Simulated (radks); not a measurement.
Effect of the nuclear size on the titanium ion Ti+, [Ar] 3d2 4s1. All-electron calculation, Dirac Kohn-Sham, PBE, spin-unpolarised, spherical densities, finite nucleus; open shells are shared between the two j in proportion to 2j + 1; Fermi nuclear charge, rms radius 3.5921 fm. Program: a radial shooting solver on a logarithmic mesh with Libxc functionals. The rms radius is varied about that value; shifts are against it.

rms radius (fm) = 3.003: total energy shift (eV) -0.0147; density at nucleus (e/bohr^3) 8544; 1s1/2 shift (meV) -6.22; 2s1/2 shift (meV) -0.520; 2p1/2 shift (meV) 0.069; 3s1/2 shift (meV) -0.068
rms radius (fm) = 3.258: total energy shift (eV) -0.00866; density at nucleus (e/bohr^3) 8522; 1s1/2 shift (meV) -3.66; 2s1/2 shift (meV) -0.306; 2p1/2 shift (meV) 0.040; 3s1/2 shift (meV) -0.040
rms radius (fm) = 3.5921: total energy shift (eV) 0; density at nucleus (e/bohr^3) 8496; 1s1/2 shift (meV) 0.000; 2s1/2 shift (meV) 0.000; 2p1/2 shift (meV) 0.000; 3s1/2 shift (meV) 0.000
rms radius (fm) = 3.7825: total energy shift (eV) 0.00530; density at nucleus (e/bohr^3) 8483; 1s1/2 shift (meV) 2.24; 2s1/2 shift (meV) 0.187; 2p1/2 shift (meV) -0.025; 3s1/2 shift (meV) 0.025
rms radius (fm) = 4.3716: total energy shift (eV) 0.0234; density at nucleus (e/bohr^3) 8445; 1s1/2 shift (meV) 9.88; 2s1/2 shift (meV) 0.826; 2p1/2 shift (meV) -0.109; 3s1/2 shift (meV) 0.109

Slopes of the eigenvalues against <r^2> in GHz/fm^2, as finite differences over the two radii next to the reference (eigenvalue slopes, not the field-shift constants of lines): 1s1/2 386, 2s1/2 32.3, 2p1/2 -4.27, 3s1/2 4.25.
